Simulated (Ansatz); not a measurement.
Cost and result for the atomization energy of FGeH6N3 (`[NH2][Ge]([NH2])([NH2])[F]`) (11 atoms, 10 bonds).

Cartesian coordinates in Å:
```
N -1.192 -1.228 -0.400
Ge -0.124 0.073 0.288
N 1.476 -0.701 0.584
N 0.225 1.665 -0.517
F -1.031 0.575 1.690
H -2.178 -1.010 -0.408
H -0.913 -1.594 -1.298
H 2.188 -0.106 0.979
H 1.456 -1.597 1.045
H 0.640 1.610 -1.436
H -0.549 2.314 -0.528
```

Charge 0, multiplicity 1. Correlated methods include outer-core shells of Ge, which these sets cover unevenly. Scalar relativity is left out up to krypton. All single points use the PBE0-D4/def2-TZVP geometry. It is one conformer, not always the lowest. Program: Ansatz. All runs use 4 threads of an Arm Neoverse V2 on a shared host. Times are those of one run each, without the atoms' runs, and a repeat can differ threefold. Electronic energies, without spin–orbit coupling; frozen cores. CCSD(T)/CBS adds CCSD(T) − MP2 in def2-TZVPP to the MP2 limit, and its time is that of the two runs behind it. T1 = 0.011. With those shells the extrapolation isn't a true limit. HSE06 is the plane-wave form, built on full-range PBE exchange.

CCSD(T)/CBS is a level of theory with its own doubt, some kJ/mol a heavy atom from the limit and from the frozen cores, so smaller differences don't rank the functionals.

```json
{"level": "LDA (SPW92)/def2-TZVPP", "functions": "256", "wall time": "1.1 s", "atomization (kcal/mol)": "1048.5", "difference from CCSD(T)/CBS": "140.9", "per bond": "14.1"}
{"level": "BLYP-D4/def2-TZVPP", "functions": "256", "wall time": "1.9 s", "atomization (kcal/mol)": "908.6", "difference from CCSD(T)/CBS": "1.0", "per bond": "0.1"}
{"level": "PBE-D4/def2-TZVPP (with forces)", "functions": "256", "wall time": "2.1 s", "atomization (kcal/mol)": "921.6", "difference from CCSD(T)/CBS": "14.0", "per bond": "1.4"}
{"level": "PBE0-D4/def2-TZVPP", "functions": "256", "wall time": "2.7 s", "atomization (kcal/mol)": "896.4", "difference from CCSD(T)/CBS": "-11.2", "per bond": "-1.1"}
{"level": "HSE06-D4/def2-TZVPP", "functions": "256", "wall time": "2.9 s", "atomization (kcal/mol)": "897.1", "difference from CCSD(T)/CBS": "-10.5", "per bond": "-1.0"}
{"level": "r2SCAN-D4/def2-TZVPP (with forces)", "functions": "256", "wall time": "3.9 s", "atomization (kcal/mol)": "896.4", "difference from CCSD(T)/CBS": "-11.2", "per bond": "-1.1"}
{"level": "PBE-QIDH/def2-TZVPP", "functions": "256", "wall time": "4.9 s", "atomization (kcal/mol)": "888.5", "difference from CCSD(T)/CBS": "-19.1", "per bond": "-1.9"}
{"level": "B97M-V/def2-TZVPP", "functions": "256", "wall time": "7 s", "atomization (kcal/mol)": "901.5", "difference from CCSD(T)/CBS": "-6.1", "per bond": "-0.6"}
{"level": "ωB97X-V/def2-TZVPP", "functions": "256", "wall time": "7 s", "atomization (kcal/mol)": "910.0", "difference from CCSD(T)/CBS": "2.4", "per bond": "0.2"}
{"level": "CCSD(T)/def2-SVP", "functions": "118", "wall time": "9.5 s", "atomization (kcal/mol)": "823.7", "difference from CCSD(T)/CBS": "-83.9", "per bond": "-8.4"}
{"level": "MP2/def2-QZVPP", "functions": "497", "wall time": "20 s", "atomization (kcal/mol)": "911.2", "difference from CCSD(T)/CBS": "3.6", "per bond": "0.4"}
{"level": "CCSD(T)/def2-TZVPP", "functions": "256", "wall time": "4.1 min", "atomization (kcal/mol)": "877.4", "difference from CCSD(T)/CBS": "-30.2", "per bond": "-3.0"}
{"level": "CCSD(T)/CBS(def2)", "functions": "–", "wall time": "4.4 min", "atomization (kcal/mol)": "907.6", "difference from CCSD(T)/CBS": "0.0", "per bond": "0.0"}
```

The D4 term adds +8.3 kcal/mol with B3LYP and +4.3 kcal/mol with PBE0; it sums over pairs of atoms, weighted by their polarisabilities, and B3LYP, whose exchange is more repulsive, gets the larger term. Leaving LDA and LC-ωPBE aside and taking each functional with its dispersion term where it has one, the values, not all of them listed here, spread over 53.8 kcal/mol, from BHLYP-D4 to PBE-D4. LDA lies +132.1 kcal/mol from PBE without D4, its usual overbinding. At CCSD(T), def2-SVP lies −83.9 kcal/mol from the extrapolated value and def2-TZVPP −30.1 kcal/mol: correlation converges slowly with the basis, and small sets miss more of it in the bonded molecule than in its fragments.

B3LYP here is the variant with VWN-RPA as its local correlation; programs differ in this.
